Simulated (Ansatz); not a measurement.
Reactions of CH₅BFNS, SMILES `BNC(F)S`.

Isolated molecules relaxed with PBE0-D4/def2-TZVP in Ansatz; ΔE leaves out vibrations. CCSD(T)/CBS is the MP2 limit (def2-TZVPP, def2-QZVPP) plus CCSD(T) − MP2 in def2-TZVPP, frozen cores. This one scheme is used for every species, atoms too. No spin–orbit coupling; open shells (•) take unrestricted orbitals. Spin–orbit coupling would lower the free atoms: a little for B, C, F, S. One conformer a species, not always the lowest.

(1) Order these by ΔE at CCSD(T)/CBS, lowest first. (Estimate.)
A. `BNC(F)S` → B• + C• + F• + 5 H• + N• + S•
B. `BNC(F)S` + H₂O → `BNC(O)F` + H₂S
C. `BNC(F)S` + `[SiH3]S` → `BS[SiH3]` + `NC(F)S`
D. `BNC(F)S` + `O[SiH2]S` → `BO[SiH2]S` + `NC(F)S`

Largest T1 diagnostic: 0.014, for `BS[SiH3]`.

## Answers

(1) B (-3.8 kcal/mol), D (+1.2 kcal/mol), C (+10.7 kcal/mol), A (+855.5 kcal/mol).
